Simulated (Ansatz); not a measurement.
System: C2H8GeN (charge 0, doublet). It need not be the lowest isomer of its formula. SMILES: [CH3][Ge]([NH2])[CH3]
Structure (B3LYP-D3(BJ)/def2-TZVP (Ansatz, a quantum-chemistry and plane-wave program) minimum search):
```
Ge
N 1 1.8681
H 2 1.0121 1 115.66
H 2 1.0121 3 108.66 1 132.01
C 1 1.9865 2 104.50 3 -57.85
H 5 1.0895 1 110.26 2 -177.68
H 5 1.0896 6 108.72 1 121.63
H 5 1.0919 6 109.32 7 119.01
C 1 1.9865 2 104.50 3 -173.51
H 9 1.0895 1 110.26 2 177.68
H 9 1.0896 10 108.72 1 -121.63
H 9 1.0919 10 109.32 11 -119.01
```
Charge 0, spin multiplicity 2.

Wanted: atomisation energy (electronic, to ground-state atoms), in kcal/mol. Valence correlation only, unless marked. Open shells are spin-unrestricted. Spin-orbit coupling is left out. The frozen core is the preceding noble-gas configuration, with the filled d and f shells of earlier blocks. Non-relativistic. The coupled-cluster limit lacks core correlation, which all-electron functionals hold. Basis-set limits of correlation are two-point, X^-3; Hartree-Fock from the larger set.

```csv
level,program,atomisation energy (kcal/mol)
HF/cc-pVDZ,Ansatz,705.0
BLYP-D3(BJ)/def2-TZVPD,Ansatz + dftd3,995.6
r2SCAN-D4/def2-TZVPD,Ansatz + dftd4,997.8
MP2/STO-3G,Ansatz,1022.6
SCS-MP2/cc-pVTZ,Ansatz,976.3
```

Q: What does CCSD(T)/CBS(cc-pVTZ,cc-pVQZ) (Ansatz) give?

A: 994.8 kcal/mol, so SCS-MP2/cc-pVTZ differs from it by -18.5 kcal/mol.
